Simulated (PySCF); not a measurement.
Compound: CH10ClNSi3.
Numbering: `[NH2:1][SiH2:2][C@H:3]([SiH3:4])[SiH2:5][Cl:6]` (hydrogens: H7, H8 on N1; H9, H10 on Si2; H11 on C3; H12, H13, H14 on Si4; H15, H16 on Si5)

A linear-response calculation (PySCF, def2-SVPD basis, gas phase, vertical, core orbitals frozen in the response) gave these numbers; the functional is withheld.

Orbital energies (eV): HOMO-3 -8.85, HOMO-2 -8.70, HOMO-1 -8.44, HOMO -7.22, LUMO -0.46, LUMO+1 -0.10, LUMO+2 0.27.

```tsv
state	E (eV)	f	main configurations (H = HOMO, L = LUMO)
S1	5.88	0.0057	H→L (93%)
S2	6.28	0.023	H→L+1 (87%)
S3	6.73	0.021	H→L+2 (91%)
S4	6.97	0.0071	H→L+3 (62%), H→L+4 (20%), H-1→L (9%)
S5	7.00	0.016	H-1→L (84%), H→L+4 (9%)
S6	7.09	0.028	H→L+4 (66%), H→L+3 (20%)
```

Triplets (Tamm–Dancoff): T1 5.69 eV, H→L (71%), H→L+1 (22%); T2 6.10 eV, H→L+1 (67%), H→L (26%); T3 6.50 eV, H→L+2 (85%); T4 6.73 eV, H-1→L (91%).

Vertical ionisation energy by ΔSCF with the same functional: 9.31 eV. Mean static polarisability: 114.4 au.

Question: Which of these was used?
A. wB97X-D
B. HF
C. PBE
D. B3LYP

Answer: D. B3LYP is a global hybrid with 20% exact exchange. In this run −ε(HOMO) = 7.22 eV differs from the ΔSCF value by -2.09 eV, and S1 differs from the orbital gap of 6.76 eV by -0.88 eV. The ratio −ε(HOMO)/IP is 0.78. Usual ranges for neutral molecules in this basis: 0.67 to 0.83 with B3LYP, 0.5 to 0.7 with PBE, 0.89 to 0.99 with wB97X-D; Hartree–Fock can't fall below 1, since the ion's relaxation only lowers the ΔSCF value. The other options: PBE, a GGA without exact exchange; HF, time-dependent Hartree–Fock, 100% exact exchange; wB97X-D, range-separated, 22% exact exchange at short range and 100% at long range (ω = 0.2 bohr⁻¹).

Computed with TDDFT B3LYP/def2-SVPD, vertical, gas phase, core orbitals frozen in the response in PySCF 2.14.0, density-fitted response routines. One conformer (not necessarily the lowest) at the PBE0-D3(BJ)/def2-SVP geometry, without solvent, vibrations or thermal averaging.

Conformer computed: `[NH2:1][SiH2:2][C@H:3]([SiH3:4])[SiH2:5][Cl:6]`: N1–Si2–C3–Si4 88°, Si2–C3–Si5–Cl6 -39°, H–N1–Si2–C3 70°, H–N1–Si2–C3 -87°.
